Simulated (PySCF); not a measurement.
**A small calculation by hand: chemical shift, span and skew from a shielding tensor**

C3H8OSi2, SMILES CO[Si@@H]1C=C[SiH2]1. Atoms are numbered in the order given.

```xyz
14

C      2.9663    -0.4385     0.2652
O      1.7482     0.2689     0.2361
Si     0.2268    -0.3903     0.4199
C     -0.7057    -0.9457    -1.1292
C     -1.8226    -0.1709    -1.1358
Si    -1.6271     1.0372     0.3178
H      3.7854     0.2687     0.4714
H      3.1739    -0.9292    -0.7037
H      2.9769    -1.2166     1.0523
H      0.3255    -1.4627     1.4630
H     -0.5151    -1.7243    -1.8805
H     -2.6271    -0.2843    -1.8752
H     -2.7134     1.0121     1.3451
H     -1.4153     2.4579    -0.0907
```
Charge 0, spin multiplicity 1.

Geometry: B3LYP-D3(BJ)/def2-SVP. The structure was generated by enumeration; whether it is a known compound was not checked. One conformer was computed; it need not be the lowest.

GIAO shieldings from PBE/pcSseg-1 (PySCF), non-relativistic, no solvent. The symmetric part of the tensor of Si6 has the principal values 306.3, 363.5, 454.7 ppm. The same nucleus in TMS has σ = 335.4 ppm at this level (PySCF, at its B3LYP-D3(BJ)/def2-TZVP geometry).

Task: Work out the isotropic shielding, the ²⁹Si shift against TMS, the span and the skew.

Result: 
σ(iso) = (σ11 + σ22 + σ33)/3 = 374.8 ppm. δ = σ(ref) − σ(iso) = 335.4 − (374.8) = -39.4 ppm.
Span Ω = σ33 − σ11 = 148.4 ppm. Skew κ = 3(σ(iso) − σ22)/Ω = 0.23. Tumbling in solution averages the tensor to δ; in a static solid the shielding alone would spread this spin-1/2 line over Ω.
